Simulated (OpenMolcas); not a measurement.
An atom or ion with 15 electrons was computed by SS-CASPT2, IPEA 0.25 Eh, imaginary shift 0.1 Eh with spin-orbit coupling (OpenMolcas, ANO-RCC-VQZP, DKH2). The lowest levels that the run gave, each within 12 % of the measured value where one is at hand:

| J | Parity | E (cm-1) | g |
| --- | --- | --- | --- |
| 3/2 | odd | 0.0 | 2.002 |
| 3/2 | odd | 11920 | 0.800 |
| 5/2 | odd | 11940 | 1.200 |
| 1/2 | odd | 18990 | 0.666 |
| 3/2 | odd | 19000 | 1.334 |

Which ion is it, and what are the configurations and terms?

P (Z = 15, neutral; active space 5 electrons in 8 orbitals (3s 3p 4s 4p)). J, parity and g give the terms where levels are pure, and mixed ones are named by the computed weights; the size of the splittings, set against known spectra of the 15-electron sequence, gives the charge. In order, with the measured energies in cm-1 (NIST Handbook of Basic Atomic Spectroscopic Data): 3s2 3p3 4S* 3/2, 3s2 3p3 2D* 3/2 (11361), 3s2 3p3 2D* 5/2 (11377), 3s2 3p3 2P* 1/2 (18723), 3s2 3p3 2P* 3/2 (18748).

CASPT2 does not keep the components of a term degenerate, so their means are used; among the terms shown or strongly mixed into the levels shown the widest spread is 110 cm-1 (3s2 3p3 2D*). The run also gave levels led by 3s2 3p2 4s, which use shells meant for correlation; these and all levels above them are left out. No level of 3s 3p4 was computed, though it lies in the active space. Computed and measured levels are paired by configuration, term and J; levels that our copy of the source lacks, or whose pairing is in doubt (as where it misses far off the trend of its configuration), stay unpaired and out of the deviations. Only configurations of the active space appear.

* marks odd parity.
